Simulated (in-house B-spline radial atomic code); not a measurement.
## Ionising the iodine ion I²⁺ with different functionals

Computed with a B-spline radial code for spherical atoms: four-component Dirac-Coulomb Hamiltonian, Fermi nucleus of rms radius 4.75 fm, spin-restricted, spherical fractional occupations for the functionals, and exact exchange of hybrids averaged over the configuration. The ionisation energy is the difference of two self-consistent energies, [Kr] 4d10 5s2 5p3 → [Kr] 4d10 5s2 5p2, without Breit or QED terms; ε is the level of the shell that loses the electron (mean over j). The electron is taken from both j subshells in proportion to 2j + 1, so the result is a j average, not the step between ground levels.

```json
{"method": "PBE0", "rung": "global hybrid", "ΔSCF (eV)": "29.42", "-ε(5p) (eV)": "25.88"}
{"method": "wB97X", "rung": "range-separated hybrid", "ΔSCF (eV)": "?", "-ε(5p) (eV)": "?"}
{"method": "LC-wPBE", "rung": "range-separated hybrid", "ΔSCF (eV)": "?", "-ε(5p) (eV)": "?"}
{"method": "CAM-B3LYP", "rung": "range-separated hybrid", "ΔSCF (eV)": "29.50", "-ε(5p) (eV)": "27.33"}
```

What does LC-wPBE give?

ΔSCF 29.51 eV, and -ε(5p) = 28.76 eV.

What does wB97X give?

ΔSCF 29.31 eV, and -ε(5p) = 28.24 eV.

Among the functionals, which spreads more, the ΔSCF values or the orbital energies?

The orbital energies: ΔSCF values span about 0.20 eV and the orbital energies 2.88 eV; here energy differences depend much less on the functional than eigenvalues do.

How do they compare with the NIST value?

NIST lists 29.57 eV ± 0.025 (measured, ground level to ground level). Errors run from -0.26 to -0.06 eV; LC-wPBE is closest (-0.06 eV), though others lie within the uncertainty of it, and part of that can be cancellation, since the calculations leave out Breit-QED terms, spin polarisation, the choice among j levels, multiplet and fine-structure energies.
